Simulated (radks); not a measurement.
The numbers below are computed, except where a source is named.
Neutral indium inside a hard spherical wall (all orbitals vanish at R), configuration held at [Kr] 4d10 5s2 5p1 and not refilled when levels cross. Level of theory: scalar-relativistic Kohn-Sham, LDA (Slater exchange, VWN5 correlation), spin-polarised, spherical densities, finite nucleus; open shells are filled with parallel spins first (spin-orbit coupling, left out, can overturn this in heavy ions); Fermi nuclear charge, rms radius 4.6156 fm (a radial shooting solver on a logarithmic mesh with Libxc functionals). Eigenvalues in eV for spin up, with the zero of energy where the potential of the charges vanishes at infinity; a dash marks a level that is unbound or too diffuse for the functional's potential to be trusted. A positive occupied level is held by the wall or, in an anion where self-interaction has pushed it up, behind a barrier. The pressure on the wall is -dE/dV.

R (bohr)  E (hartree)  kinetic (hartree)    e(4p)    e(4d)   e(5s)   e(5p)  e(6s, empty)  e(5d, empty)  pressure (GPa)
free      -5876.33075           6122.962  -78.021  -18.713  -8.671  -2.906        -0.392             -               0
20        -5876.33075           6122.962  -78.021  -18.713  -8.671  -2.906        -0.371         0.610        < 0.0001
15        -5876.33074           6122.962  -78.019  -18.711  -8.669  -2.905        -0.258         0.888        < 0.0001
10        -5876.32979           6122.970  -77.933  -18.627  -8.604  -2.826         0.703         1.872          0.0204
7         -5876.31482           6123.056  -77.334  -18.041  -8.149  -2.149         4.672         4.490           0.754
6         -5876.28635           6123.200  -76.644  -17.373  -7.578  -1.250         8.783         6.830            3.07
3.5       -5875.40508           6126.794  -68.681   -9.822   2.552  12.968        57.901        32.173             258
2.5       -5871.47179           6141.502  -51.908    6.986  34.682  52.674        165.63        86.412            3480
